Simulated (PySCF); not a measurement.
# Reading the logs of faulty runs: GeH6N2Si

All numbers below are calculated, not measured. They come from PySCF 2.14.0, an open-source quantum chemistry program, on an isolated molecule that a program drew, which may never have been made. The molecule is GeH6N2Si (charge 0, singlet), drawn as the SMILES string `[NH2][GeH2][NH][SiH]`.

Each row is a Hartree-Fock (HF) and frozen-core CCSD(T) single point in the cc-pV(D+d)Z basis, meant for a local HF minimum. Run 1 is clean. Each other run has one planted mistake out of seven kinds, and not every kind appears here: one electron removed, one electron added, multiplicity raised by two, geometry at a saddle point, minimal basis STO-3G, one bond length entered in bohr, all coordinates scaled. The reference is restricted for singlets and unrestricted otherwise, and also for a bond in bohr. Adding or removing an electron swaps singlet and doublet. Electrons count all cores. HOMO and LUMO are orbital energies over both spins, the gradient is its largest component, and the lowest frequency (negative if imaginary) is given only where the gradient is small. Bond lengths are over the 9 bonds as drawn. T1 is the CCSD diagnostic: over 0.02 (restricted) or 0.045 (unrestricted) a single reference is doubtful. Germanium has the cc-pVDZ-PP basis, with a core potential (ECP10MDF) in place of its 10 inner electrons, and its 3s, 3p and 3d shells are frozen in CCSD(T).

Geometry of the clean run:
```xyz
10
GeH6N2Si, angstrom
N    -2.8053    2.2573   -1.0889
Ge   -1.3857    1.2680   -0.4794
N    -2.1082   -0.3470    0.0807
Si   -1.4901   -1.9406    0.1618
H    -2.6538    3.2513   -1.0866
H    -3.1574    1.9937   -1.9931
H    -0.3163    0.9410   -1.5220
H    -0.7886    2.0542    0.6905
H    -3.0451   -0.2325    0.4337
H    -0.1196   -1.6308   -0.4301
```

| run | electrons | basis functions | <S^2> | HOMO (eV) | LUMO (eV) | gradient (hartree/bohr) | lowest frequency (cm^-1) | mean bond (Å) | longest bond (Å) | T1 | HF (hartree) | CCSD(T) (hartree) | mistake |
|---|---|---|---|---|---|---|---|---|---|---|---|---|---|
| 1 | 66 | 104 | 0.000 | -8.46 | 1.84 | 1.2e-05 | 36 | 1.4449 | 1.856 | 0.0150 | -694.71071 | -695.30427 | no fault |
| 2 | 66 | 104 | 2.006 | -6.71 | 0.60 | 3.3e-02 | - | 1.4449 | 1.856 | 0.0158 | -694.65233 | -695.21937 | multiplicity raised by two |
| 3 | 67 | 104 | 0.772 | 0.27 | 7.78 | 7.5e-02 | - | 1.4449 | 1.856 | 0.0158 | -694.67096 | -695.26947 | one electron added |
| 4 | 66 | 104 | 1.066 | -7.95 | 1.61 | 2.0e-02 | - | 1.6263 | 3.467 | 0.0272 | -694.61415 | -695.17207 | ? |
| 5 | 65 | 104 | 0.772 | -14.73 | -6.41 | 7.7e-02 | - | 1.4449 | 1.856 | 0.0209 | -694.43824 | -695.00629 | ? |

**Which mistake was planted in run 4, and what did it cost?**

The mean bond changes by a factor of 1.126 and the longest by 1.868, so the molecule wasn't scaled as a whole. A length L in bohr read as angstrom grows by (1/0.5292 - 1) L = 0.890 L. The 9 bonds together grew by 9 x 0.1814 = 1.633 Å, which gives L = 1.835 Å. That is bond N1-Ge2, 1.835 Å in the clean geometry. So the mistake is: one bond length entered in bohr. Subtracting run 1 and multiplying by 627.51 kcal/mol a hartree, the energy moved by 60.6 kcal/mol in HF and 83.0 kcal/mol in CCSD(T).

**Which mistake was planted in run 5, and what did it cost?**

It counts 65 electrons, one fewer than the clean run, at the same geometry and basis. So the mistake is: one electron removed. Subtracting run 1 and multiplying by 627.51 kcal/mol a hartree, the energy moved by 171.0 kcal/mol in HF and 187.0 kcal/mol in CCSD(T).

Cautions from the logs. Run 3: the HOMO is above zero, so the electron isn't bound and the energy depends on the basis.
